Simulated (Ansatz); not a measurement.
`N[SiH](F)F` + H₂Se → `F[SiH](F)[SeH]` + NH₃ at 400 K and 1 bar (ligand exchange at the Si–N bond).

Isolated molecules relaxed with PBE0-D4/def2-TZVP in Ansatz; ΔE leaves out vibrations. CCSD(T)/CBS is the MP2 limit (def2-TZVPP, def2-QZVPP) plus CCSD(T) − MP2 in def2-TZVPP, frozen cores. This one scheme is used for every species. For Se outer-core shells are correlated without core-valence functions, which leaves a few kJ/mol of doubt a bond. Scalar relativity is left out up to krypton. One conformer a species, not always the lowest.

| species | CCSD(T)/CBS energy (Eh) | H − E (kJ/mol) | S (J/(mol·K)) |
| --- | --- | --- | --- |
| `N[SiH](F)F` | -545.34917 | 133.0 | 332.9 |
| H₂Se | -2401.89790 | 49.4 | 229.5 |
| `F[SiH](F)[SeH]` | -2890.73294 | 87.1 | 354.3 |
| NH₃ | -56.50880 | 104.2 | 203.1 |

H − E and S are ideal-gas, rigid-rotor, harmonic terms from PBE0-D4/def2-TZVP, for one conformer and one mirror image of each species. 1 Eh = 2625.50 kJ/mol, R = 8.31446 J/(mol·K).

**Question.** By hand: ΔE, ΔH, ΔS and ΔG.

**Answer.** ΔE = (-2890.73294) + (-56.50880) − (-545.34917) − (-2401.89790) = 0.00533 Eh = 14.0 kJ/mol. Δ(H − E) = 87.1 + 104.2 − 133.0 − 49.4 = 8.9, so ΔH = 22.9 kJ/mol. ΔS = 354.3 + 203.1 − 332.9 − 229.5 = -5.0 J/(mol·K). ΔG = 22.9 − 400 × (-5.0)/1000 = 24.9 kJ/mol.

**Question.** By hand: the equilibrium constant, and the temperature at which ΔG would vanish if ΔH and ΔS stayed fixed.

**Answer.** log₁₀ K = −ΔG/(RT ln 10) = -3.3. ΔH and −TΔS have one sign here, so there is no such temperature.

The number of gas molecules stays the same, so ΔS is small and ΔH decides. A doubt of 5 kJ/mol in ΔE shifts log₁₀ K by 0.7 here. Other conformers and mirror images would add mixing entropy, several J/(mol·K) or more a flexible species. These are equilibria of isolated gas molecules and say nothing of rates. Largest T1 diagnostic: 0.011 (customary marks: 0.02 for closed shells, 0.045 for open ones).

ΔS is within the doubt of such terms, so its sign, and with it that verdict, could turn.
